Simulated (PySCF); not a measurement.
Compound: C6H6F3O (doublet state).
Structure used (GFN2-xTB), in Å, numbered top down from 1:
```xyz
16
C6H6F3O angstrom
F     -3.4314   -0.2677    0.0668
C     -2.1553    0.0671   -0.1900
F     -2.0336    1.3642    0.1373
F     -1.9973   -0.0095   -1.5148
C     -1.1681   -0.8213    0.5796
C      0.2473   -0.5016    0.2818
C      1.0261    0.7004    0.7085
C      2.1592    0.6403   -0.2714
C      1.9552   -0.3936   -1.0941
O      0.8234   -1.0794   -0.8194
H     -1.3853   -0.6822    1.6410
H     -1.3854   -1.8517    0.2899
H      1.3690    0.6361    1.7511
H      0.4550    1.6385    0.6326
H      2.9769    1.3305   -0.2922
H      2.5367   -0.7611   -1.9180
```

The hyperfine couplings belong to this conformer and change with its torsions.

The species is `FC(F)(F)C[C]1CC=CO1` [radical].

Computed, not measured: PySCF 2.14.0, UKS B3LYP, pcH-1 on C F H O, non-relativistic, mean-field spin-orbit, GIAO. Isolated species at its GFN2-xTB geometry (one conformer only). The geometry wasn't refined by DFT: couplings that depend on bond lengths, twists or pyramidal angles can differ widely from those at the functional's own minimum. Stability of the SCF solution: not tested.

The Mulliken spin populations are largest on C6 (+0.84), C8 (+0.09), C7 (-0.09) and O10 (+0.09). C6 is the only atom above +0.15. The positive populations add up to 1.21 and the negative ones to -0.21, together 2S = 1. The angles at C6 add up to 356.5°, so it is nearly planar.

(1) Find Q in a(H) = Q·ρ(C) for the protons on the planar carbons that carry spin.

(2) List the C–H protons on four-coordinate carbons next to a three-coordinate spin centre, with their couplings and θ (C–H bond against the normal to the plane of the centre's neighbours, projected along the bond that joins the two).

Answers

(1) 
```
  H   C    ρ(C)  a(H) (G)  a/ρ (G)
H15  C8  +0.092     -2.40    -26.1
```

One proton gives one ratio, Q = -26.1 G, and no test of linearity. In every row coupling and population have opposite signs.

(2) 
```json
{"β H": "H11", "on": "C5", "centre": "C6", "θ (°)": "55", "cos²θ": "0.33", "a (G)": "+10.87"}
{"β H": "H12", "on": "C5", "centre": "C6", "θ (°)": "67", "cos²θ": "0.15", "a (G)": "+8.59"}
{"β H": "H13", "on": "C7", "centre": "C6", "θ (°)": "24", "cos²θ": "0.84", "a (G)": "+51.29"}
{"β H": "H14", "on": "C7", "centre": "C6", "θ (°)": "36", "cos²θ": "0.66", "a (G)": "+53.92"}
```

Fitting the Heller–McConnell form a = ρ(B0 + B2 cos²θ), with Mulliken ρ = 0.84, gives B0 = -7.4 G and B2 = 90.2 G, with a largest miss of 10.5 G.

Couplings in gauss use g_iso = 2.0031.
